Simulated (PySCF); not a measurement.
Core binding energy against partial charge

Compound: C6H6O3.
Numbering: `[CH3:1][C:2](=[O:3])[O:4][c:5]1[cH:6][cH:7][cH:8][o:9]1`

Structure used (PBE0-D3(BJ)/def2-SVP), in Å, numbered top down from 1:
```
atom  x, y, z in Å
C1    -2.9941   -0.2512   -0.6667
C2    -1.7137   -0.3111    0.1060
O3    -1.5854   -0.6359    1.2506
O4    -0.6784    0.0818   -0.6833
C5     0.5840    0.1288   -0.2128
C6     1.2057   -0.1296    0.9742
C7     2.5903    0.1444    0.7213
C8     2.6797    0.5393   -0.5768
O9     1.4498    0.5300   -1.1498
H10   -3.7907   -0.7286   -0.0860
H11   -3.2572    0.8007   -0.8559
H12   -2.8777   -0.7408   -1.6432
H13    0.7312   -0.4687    1.8874
H14    3.4122    0.0553    1.4284
H15    3.5007    0.8457   -1.2181
```

Binding energies: PySCF, delta-SCF UKS SCAN, pcX-2 on the ionised atom, pcseg-1 elsewhere, spin-free X2C. Charges: PBE0/pcSseg-1 ground-state density, for the ionised atom.

```tsv
atom	environment	C 1s (eV)	Mulliken (e)	IAO (e)	Hirshfeld (e)	ESP (e)
C6	aromatic CH carbon	290.35	-0.196	-0.261	-0.109	-0.422
C7	aromatic CH carbon	290.54	-0.160	-0.208	-0.087	-0.239
C8	aromatic CH next to a ring oxygen	291.54	+0.132	-0.010	-0.003	-0.151
C1	methyl carbon next to a carbonyl	291.55	-0.255	-0.468	-0.115	-0.625
C5	aromatic carbon bearing oxygen	293.35	+0.489	+0.339	+0.120	+0.574
```

**Question.** Give the correlation coefficient and slope of binding energy on charge for each scheme.

**Answer.** Hirshfeld: r = 0.88, slope 10.6 eV per e; Mulliken: r = 0.86, slope 3.3 eV per e; ESP: r = 0.79, slope 2.1 eV per e; IAO: r = 0.75, slope 2.9 eV per e. On 5 points no scheme stands out.

**Question.** The point-charge model writes a binding energy as kq + V + constant, with V the potential of the other atoms' charges at the site. What does it give with the Mulliken charges?

**Answer.** V = Σ 14.40 eV Å × q/r over all other atoms: +2.65 eV at C6, +1.71 eV at C7, -2.26 eV at C8, +5.66 eV at C1, -8.16 eV at C5. Fitting binding energy − V to q gives k = 20.2 eV per e and leaves an rms residual of 0.38 eV, against 0.54 eV for the fit on q alone. The model has no term for differences in relaxation between sites.

Geometry: PBE0-D3(BJ)/def2-SVP, one conformer, isolated molecule.
